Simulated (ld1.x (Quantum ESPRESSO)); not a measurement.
Building the PAW potential for boron (PBE, scalar-relativistic).

```
Element                 : boron (B)
Generator               : ld1.x (Quantum ESPRESSO) 7.5
Type                    : PAW
Functional              : PBE
Relativity              : scalar-relativistic
Frozen core             : [He]
Valence charge          : 3
Reference configuration : 2s1 2p2
Partial waves           : 2s (bound): rcut 1.50, rcutus 1.60 bohr; 2s channel at 1.7 Ry: rcut 1.50, rcutus 1.60 bohr; 2p (bound): rcut 2.45, rcutus 2.60 bohr; 2p channel at 1.35 Ry: rcut 2.45, rcutus 2.60 bohr; 3d channel at -0.2 Ry: rcut 2.00, rcutus 2.60 bohr; 3d channel at 2 Ry: rcut 2.00, rcutus 2.60 bohr
Local potential         : all-electron potential smoothed inside 1.20 bohr (lloc = -1)
Core correction         : Bessel-smoothed model core inside 0.75 bohr
Augmentation charge     : BESSEL, radius 1.65 bohr
```

All-electron outer shells of the reference configuration (PBE, scalar-relativistic, ld1.x):

```csv
shell,level (eV),outermost node (bohr),outermost maximum (bohr)
1s,-181.74,–,0.21
2s,-9.92,0.46,1.52
2p,-4.06,–,1.55
```

(1) Is the overlap operator S = 1 + Σ q|β⟩⟨β| positive definite (Bessel basis up to 400 Ry)?

Answers

(1) No: its lowest eigenvalue is -3.248, in the p channel, so the generalised eigenproblem breaks down once the basis is large enough.

Its largest configuration-test error is +24 meV (2s2 2p0.5). 4 of 7 tests not solved or not reliable. Not counted: 2s2 2p1.3 (solver errors, printed error -51.9 eV); 2s0 2p3 (solver errors, printed error -46.1 eV); 2s1 2p1 (solver errors, printed error -5.8 eV); 1 more.

The ghost test of this file was not conclusive. Its overlap operator is not positive definite in a basis up to 400 Ry (lowest eigenvalue p -3.25), so the file is unfit for use: the generalised eigenproblem breaks down once the basis is large enough, and its test numbers describe a broken file.
